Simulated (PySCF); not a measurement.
Molecule: SMILES [BH3-][S@+](C)CCC, C4H13BS.

Geometry (Å), atoms numbered from 1 in this order:
```xyz
19

B    -2.655   -0.274    0.539
S    -1.226    0.804   -0.299
C    -1.193    0.056   -1.957
C     0.254    0.016    0.437
C     1.564    0.562   -0.107
C     2.751   -0.077    0.606
H    -2.631    0.052    1.678
H    -3.635    0.062   -0.036
H    -2.334   -1.403    0.344
H    -1.184   -1.025   -1.864
H    -2.103    0.372   -2.457
H    -0.328    0.412   -2.507
H     0.170    0.218    1.505
H     0.169   -1.059    0.279
H     1.588    1.644    0.032
H     1.637    0.360   -1.177
H     2.734   -1.157    0.482
H     3.685    0.301    0.198
H     2.724    0.146    1.670
```

Frames of a GFN2-xTB Langevin trajectory at 300 K; GIAO PBE0/pcSseg-1 shieldings in PySCF, gas phase, non-relativistic; equivalent atoms averaged within each frame.

Scale: $^{11}$B (σref 100.07) vs BF3·OEt2; CS2 for $^{33}$S (σref 503.73); TMS for $^{13}$C (σref 186.93), $^{1}$H (σref 31.72) (reference shieldings calculated alike). The references are static minima.

How do the shifts (ppm) fluctuate along the trajectory?

Results:


```
         time (fs)     B1  S2    C4    C3    C5    C6  H10/H11/H12   H15   H13   H14
optimised geometry  -24.6  13  54.3  30.2  25.0  15.9         2.07  1.43  2.57  1.99
               250  -29.3  46  55.1  38.2  27.0  15.2         3.18  2.19  1.99  1.92
               425  -25.9   5  55.0  26.5  30.7  19.4         2.69  2.33  2.82  2.90
               625  -17.6  13  54.1  34.7  27.2  11.0         2.62  2.40  3.38  2.62
               800  -29.2  69  55.3  32.4  26.1  19.8         2.64  1.42  3.49  1.82
              1000  -30.9  48  74.8  42.1  20.7  21.3         2.79  2.15  4.27  2.20
    mean of frames  -26.6  36  58.9  34.8  26.3  17.4         2.79  2.10  3.19  2.29
standard deviation    5.3  27   8.9   5.9   3.6   4.2         0.23  0.39  0.85  0.46
```

5 frames give an uncertainty of the mean of about the standard deviation over 2.2 at best, since frames this close in time may not be independent; classical motion lacks zero-point vibration, and the reference would need the same averaging.
